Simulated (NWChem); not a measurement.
System: SrF2; SMILES [F][Sr][F]

The following NWChem deck was run.

```
start job
memory heap 200 mb stack 900 mb global 1100 mb
geometry units angstroms noautoz
  Sr     0.000000     0.000000     0.147901
  F      1.921542     0.000000    -0.754771
  F     -1.921542     0.000000    -0.754771
end
basis spherical
  Sr library def2-svp
  F library def2-svp
end
ecp
  Sr library def2-ecp
end
dft
  xc becke88 perdew86
  iterations 150
  mulliken
end
task dft energy
```

The geometry was optimised at PBE0/def2-SVP. No frequency run checked for a minimum. def2 effective core potentials on Sr; no spin-orbit coupling.

### Question
Give the results of this calculation. (BP86/def2-SVP with def2 effective core potentials on Sr.) Quantities: energy (Ha); highest occupied level (eV); orbital gap (eV); dipole (D).

### Answer
| Item | Result |
|---|---|
| energy (Ha) | -230.41 |
| highest occupied level (eV) | -6.38 |
| orbital gap (eV) | 4.22 |
| dipole (D) | 5.65 |
